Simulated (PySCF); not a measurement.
Be(Cl)(OSiH3), SMILES [SiH3][O][Be][Cl] (H₃BeClOSi) at its PBE0/def2-SVP optimised geometry (Å):

```
7

Be     0.8977     0.0485     0.0000
Cl     2.7084     0.0485     0.0000
O     -0.5107     0.0431    -0.0011
Si    -2.1632     0.0017     0.0225
H     -2.7084     1.2159    -0.6531
H     -2.6484    -0.0332     1.4339
H     -2.6485    -1.2159    -0.6919
```

Computed with PBE0/def2-TZVP run with PySCF. Cells within 0.4 Å of a nucleus heavier than hydrogen are left out (blank, or x).

Map of the LUMO amplitude (bohr^(-3/2)) on the plane z = 0.0 Å; orbital energy -0.61 eV, overall sign arbitrary:

```
|66666666666666666666666666666|
|66666666666666666666666666666|
|66666666666666666666666666666|
|66666666666677777777766666666|
|66666666667777777777777666666|
|66666666777777777777777776666|
|66666666777777777777777777666|
|66666667777888888887777777666|
|66666667788888888888777777766|
|65555567788888899988777777766|
|55555556888888899988777777776|
|55444446898877899987656777776|
|55433235898654689986335677776|
|54432114x774xx37xx741xx787776|
|5443200xxx73xx26xx630xx888776|
|54432114x77511478874125787776|
|55433235798755789986445777776|
|55444446899877899987666777776|
|55554556788888899988777777776|
|65555566788888899888777777766|
|66666667778888888888777777766|
|66666667777888888887777777666|
|66666666777777777777777776666|
|66666666677777777777777766666|
|66666666667777777777777666666|
|66666666666667777777766666666|
|66666666666666666666666666666|
|66666666666666666666666666666|
|66666666666666666666666666666|
```
Scale: ten equal steps from -0.089 (start of '0') to 0.050 (end of '9'), in the order '0123456789'; x runs from -5.00 to 5.00, y from -5.00 (bottom) to 5.00 (top).
